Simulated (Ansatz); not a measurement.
Job for Ansatz (a quantum-chemistry and plane-wave program): R-B3LYP-D3(BJ)/def2-TZVP on GeH5N (SMILES [NH2][GeH3]).

Ansatz 0.2 input:
```yaml
crystal:
  periodic: [false, false, false]
  atoms:
    - {symbol: Ge, position_ang: [-0.69407540, 0.09377491, -0.01678276]}
    - {symbol: N, position_ang: [1.07748816, -0.10139342, -0.24793293]}
    - {symbol: H, position_ang: [-1.33109713, -0.79479570, -1.01444413]}
    - {symbol: H, position_ang: [-1.01330950, 1.52639684, -0.30306226]}
    - {symbol: H, position_ang: [-1.21409172, -0.26440936, 1.36251496]}
    - {symbol: H, position_ang: [1.49450606, -1.04208429, -0.09115232]}
    - {symbol: H, position_ang: [1.62957555, 0.54470925, 0.23626530]}
basis:
  gaussian:
    orbitals: def2-TZVP
hamiltonian:
  xc: b3lyp
  dispersion: d3bj
relax: {f_tol: 0.003, max_steps: 120}
```

Question: Give the final energy of this run.

Answer: -2134.8424 hartree.

Question: How many basis functions does it have, and what does it roughly cost on one machine?

Answer: 109 functions; about 13 core-seconds (a rough figure).
